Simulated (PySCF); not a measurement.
Zn(I)(NH2) (H2INZn), SMILES [NH2][Zn][I]. Heavy atoms are numbered as in [Zn:1]([I:2])[NH2:3]. Hydrogens are named by the atom that carries them.

Geometry optimised at B3LYP-D3(BJ)/def2-SVP. The def2 effective core potentials stand for the cores of I; spin–orbit coupling is left out. The values are those of a single conformer.

Computed with CAM-B3LYP/def2-TZVPD in PySCF.

Mulliken values depend strongly on the basis, most of all with diffuse functions as here. ESP charges are fitted to the potential on shells at 1.4 to 2.0 van der Waals radii. Atomic charges (e), one atom of each kind:

| atom | ESP fit | Mulliken |
|---|---|---|
| Zn1 | 0.64 | 0.08 |
| I2 | -0.32 | -0.03 |
| N3 (NH2) | -0.86 | -0.50 |
| H on N3 | 0.27 | 0.23 |
